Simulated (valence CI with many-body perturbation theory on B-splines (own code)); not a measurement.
## E1 line list for Pd⁵⁺

Level of theory: configuration interaction combined with many-body perturbation theory (CI+MBPT): five valence electrons over a frozen Dirac-Fock core [Kr], radial functions for each j: 7 s, 7 p, 8 d, 6 f, 4 g, 1 h, with the one-electron correlation potential Σ1, the two-electron term Σ2, the three-electron term Σ3, Breit, model QED; selected CI, second order for the rest, scaled by the run's own slope (own B-spline code, finite nucleus).

No measured spectrum was set against this ion. As an estimate, terms of the open shell hold to 2 to 4 % of their energy, and close levels can change places; different configurations can be misplaced against each other by 1,000 to 8,000 cm⁻¹. Among the levels kept, up to 2400 cm⁻¹ of a level comes from second order outside the variational space, and about a tenth of that is noise between levels of different J, which matters for small intervals. The list stops below the first excitations out of the core.

Lines 51 to 100 of 600 in falling wavelength, among levels below 303740 cm⁻¹, chosen from the strongest by gf and those to the six lowest levels. Wavelengths and rates use the calculated energies, so an error of 2000 cm⁻¹ moves a line at 1366 Å by 2.7 % and its rate by three times that or more. Electric multipoles are in the length gauge, E1 and E2 with the static RPA response of the core. Weak lines are less certain than strong ones. Lines between different terms over intervals too small for the method are left out, as are lines whose strength nearly cancels. Where a level lies close to another of its J and parity, the split of strength between their lines is uncertain. The highest levels of a list are the least certain.

Names give the largest LS component (configuration and term), which can be under half, so a name can repeat, a term be missing and a line seem to break the LS rules; names also repeat where a configuration has a term twice. Letters in brackets count levels of one name in rising energy.

```csv
λ vac (Å),Upper,Lower,A (s⁻¹),log gf,Branch %
1366,4d4 5p 4D°_3/2 [b],4d4 5s 4P_3/2 [a],3.59e+08,-0.40,7.6
1364,4d4 5p 4H°_9/2 [a],4d4 5s 4H_7/2,2.94e+08,-0.09,14.4
1362,4d4 5p 2G°_7/2 [a],4d4 5s 4G_5/2,2.14e+08,-0.32,4.3
1361,4d4 5p 4D°_7/2 [b],4d4 5s 2G_9/2 [a],1.34e+08,-0.53,1.9
1357,4d4 5p 2I°_11/2 [b],4d4 5s 2I_11/2,7.35e+07,-0.61,0.7
1357,4d4 5p 4F°_5/2 [a],4d4 5s 4D_5/2 [a],2.73e+08,-0.34,4.6
1355,4d4 5p 2K°_13/2,4d4 5s 2I_11/2,4.71e+08,0.26,7.5
1353,4d4 5p 2I°_13/2 [a],4d4 5s 2H_11/2,2.23e+08,-0.07,8.4
1351,4d4 5p 4H°_13/2 [a],4d4 5s 4H_13/2,6.64e+08,0.41,24.8
1350,4d4 5p 2D°_3/2 [a],4d4 5s 4F_5/2 [a],1.90e+08,-0.68,2.2
1349,4d4 5p 4G°_9/2 [a],4d4 5s 4F_9/2 [a],1.88e+08,-0.29,4.0
1349,4d4 5p 4F°_3/2 [a],4d4 5s 4D_3/2 [a],3.41e+08,-0.43,5.4
1349,4d4 5p 2H°_11/2 [a],4d4 5s 2G_9/2 [a],1.65e+08,-0.27,4.4
1348,4d4 5p 4F°_9/2 [a],4d4 5s 2F_7/2 [a],1.24e+08,-0.47,1.2
1348,4d4 5p 2D°_5/2 [a],4d4 5s 2F_7/2 [a],3.81e+08,-0.21,4.5
1346,4d4 5p 4P°_5/2 [a],4d4 5s 4D_3/2 [a],4.53e+08,-0.13,6.2
1342,4d4 5p 2I°_11/2 [b],4d4 5s 2I_13/2,6.08e+07,-0.71,0.5
1342,4d4 5p 4H°_11/2 [a],4d4 5s 4H_9/2,2.11e+08,-0.17,10.0
1341,4d4 5p 2H°_9/2 [b],4d4 5s 2G_9/2 [a],7.58e+07,-0.69,0.6
1341,4d4 5p 2F°_7/2 [a],4d4 5s 4D_7/2 [b],1.23e+08,-0.58,1.8
1340,4d4 5p 2H°_9/2 [a],4d4 5s 4G_11/2,2.33e+08,-0.20,5.5
1340,4d4 5p 2I°_11/2 [a],4d4 5s 2H_9/2,3.00e+08,-0.01,5.3
1340,4d4 5p 2K°_13/2,4d4 5s 2I_13/2,3.07e+08,0.06,4.9
1340,4d4 5p 4D°_1/2 [b],4d4 5s 4P_1/2 [a],3.92e+08,-0.68,4.4
1339,4d4 5p 2P°_3/2 [a],4d4 5s 2P_1/2 [a],3.01e+08,-0.49,3.0
1339,4d4 5p 6D°_3/2,4d4 5s 4D_1/2 [a],3.25e+08,-0.46,5.8
1339,4d4 5p 2H°_9/2 [c],4d4 5s 2G_9/2 [a],8.31e+07,-0.65,1.4
1339,4d4 5p 4D°_7/2 [d],4d4 5s 2G_9/2 [b],2.00e+08,-0.37,2.9
1337,4d4 5p 4G°_9/2 [a],4d4 5s 4F_7/2 [a],2.18e+08,-0.23,4.6
1337,4d4 5p 4G°_7/2 [a],4d4 5s 4F_9/2 [a],5.43e+08,0.07,9.2
1335,4d4 5p 4F°_7/2 [a],4d4 5s 4D_5/2 [a],5.88e+08,0.10,9.2
1335,4d4 5p 4F°_9/2 [a],4d4 5s 2H_11/2,2.90e+08,-0.11,2.7
1334,4d4 5p 4G°_9/2 [b],4d4 5s 4G_9/2,2.28e+08,-0.22,2.0
1333,4d4 5p 4G°_5/2 [b],4d4 5s 4F_5/2 [a],1.70e+08,-0.57,1.8
1333,4d4 5p 2H°_9/2 [a],4d4 5s 4G_7/2,2.72e+08,-0.14,6.4
1332,4d4 5p 4H°_9/2 [b],4d4 5s 4H_11/2,1.73e+08,-0.34,3.9
1332,4d4 5p 2H°_9/2 [c],4d4 5s 2I_11/2,1.02e+08,-0.57,1.8
1332,4d4 5p 6D°_9/2 [b],4d4 5s 4D_7/2 [a],4.72e+08,0.10,9.1
1332,4d4 5p 4H°_11/2 [b],4d4 5s 2H_11/2,1.69e+08,-0.27,2.9
1329,4d4 5p 6F°_1/2,4d4 5s 6D_1/2,7.78e+08,-0.38,73.1
1328,4d4 5p 4H°_13/2 [a],4d4 5s 4H_11/2,1.57e+08,-0.23,5.9
1328,4d4 5p 2F°_7/2 [b],4d4 5s 2G_9/2 [a],2.16e+08,-0.34,2.4
1328,4d4 5p 4D°_5/2 [b],4d4 5s 4F_3/2 [a],1.54e+08,-0.61,2.5
1328,4d4 5p 4P°_3/2 [b],4d4 5s 4P_5/2 [a],2.76e+08,-0.53,2.7
1327,4d4 5p 2H°_11/2 [a],4d4 5s 2I_13/2,6.20e+07,-0.71,1.7
1327,4d4 5p 2G°_7/2 [c],4d4 5s 2G_7/2 [b],1.62e+08,-0.47,1.9
1326,4d4 5p 4G°_7/2 [c],4d4 5s 4G_7/2,1.96e+08,-0.38,1.9
1326,4d4 5p 2G°_7/2 [c],4d4 5s 2D_5/2 [a],1.05e+08,-0.66,1.2
1326,4d4 5p 6F°_3/2,4d4 5s 6D_3/2,5.84e+08,-0.21,51.7
1326,4d4 5p 4I°_13/2,4d4 5s 4G_11/2,2.17e+08,-0.10,8.4
```

(1) How does gf follow from A for the line at 1361 Å?

## Answers

(1) gf = 1.4992 × (2J+1)_upper × A / σ², with σ = 73502 cm⁻¹ and 2J+1 = 8: gf = 0.297.
